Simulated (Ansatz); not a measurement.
Relaxation of AlH$_{6}$NO$_{3}$ (11 atoms, charge 0, multiplicity 1), to a largest force component of 0.03 eV/Å in at most 50 steps.

Level of theory: RKS B3LYP-D4/def2-SVP in Ansatz 0.2.0.

```xyz
11
Properties=species:S:1:pos:R:3
Al 0.086 0.518 -0.300
O -0.194 -0.137 2.579
H -1.156 -0.216 2.500
O 1.552 -0.145 -0.841
H 1.746 -1.045 -1.110
O -1.491 -0.076 -0.554
H -1.747 -0.857 -1.050
N 0.154 2.166 0.579
H 1.018 2.700 0.594
H -0.641 2.798 0.547
H -0.040 0.820 2.378
```

Task: Where does it end, and by what steps?

Result: The forces met the threshold. After 14 steps the energy has fallen by 0.668 eV; O2 moved furthest, 0.58 Å. Joined: Al1–O2.

```tsv
step	energy less start (eV)	largest force component (eV/Å)	accepted
0	0.0000	1.428	yes
1	-0.1969	0.898	yes
2	-0.4199	1.235	yes
3	-0.5572	0.894	yes
4	-0.6120	0.414	yes
5	-0.6239	0.382	yes
6	-0.6392	0.214	yes
7	-0.6449	0.150	yes
8	-0.6556	0.293	yes
9	-0.6643	0.187	yes
10	-0.6652	0.177	yes
11	-0.6654	0.247	yes
12	-0.6632	0.251	no
13	-0.6671	0.085	yes
14	-0.6675	0.020	yes
```

```xyz
11
Properties=species:S:1:pos:R:3
Al 0.049 0.397 0.090
O -0.029 -0.070 2.025
H -0.922 -0.399 2.218
O 1.505 -0.154 -0.632
H 1.709 -1.080 -0.787
O -1.507 -0.275 -0.258
H -1.846 -0.407 -1.146
N 0.100 2.144 0.650
H 0.955 2.685 0.533
H -0.686 2.765 0.470
H -0.042 0.922 2.160
```

The run took 43 s on 2 threads of Arm Neoverse V1, on a shared host, peak memory 0.22 GiB.
